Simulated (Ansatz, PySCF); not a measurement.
Cl2Hf, SMILES [Cl][Hf][Cl], multiplicity 1.

Geometry: B3LYP-D3(BJ)/def2-TZVP. The spin state was assumed, not searched. The def2 effective core potentials stand for the cores of Hf; spin–orbit coupling is left out.

Vertical ionisation energy (IE) and electron affinity (EA) in eV. Rows of orbital energies are one-electron estimates. Where ΔSCF, EOM or ADC give a negative EA the extra electron is unbound and the value depends on the basis.

| level | IE | EA |
|---|---|---|
| −ε(HOMO), −ε(LUMO), HF/def2-TZVPD (PySCF) | 7.92 | -0.81 |
| −ε(HOMO), −ε(LUMO), PBE/def2-TZVPD (PySCF) | 5.25 | 4.24 |
| ΔSCF, CAM-B3LYP/def2-TZVPD (Ansatz), final states of multiplicity 2 and 2 | ___ | ___ |
| ΔSCF, PBE/def2-TZVPD (Ansatz), final states of multiplicity 2 and 2 | 7.81 | 1.31 |

Q: What belongs in the gaps? (An estimate is asked for; the answer gives what the named calculation found.)

A: 
- ΔSCF, CAM-B3LYP/def2-TZVPD (Ansatz, a program for electronic structure), final states of multiplicity 2 and 2, IE: 8.05
- ΔSCF, CAM-B3LYP/def2-TZVPD (Ansatz), final states of multiplicity 2 and 2, EA: 1.27

Q: What vertical singlet–triplet gap does ΔSCF give with CAM-B3LYP/def2-TZVPD (Ansatz) and with PBE/def2-TZVPD (Ansatz)? (Estimate from the structure and the level; the computed values follow.)

A: 0.29 and 0.18 eV (triplet above singlet where positive).
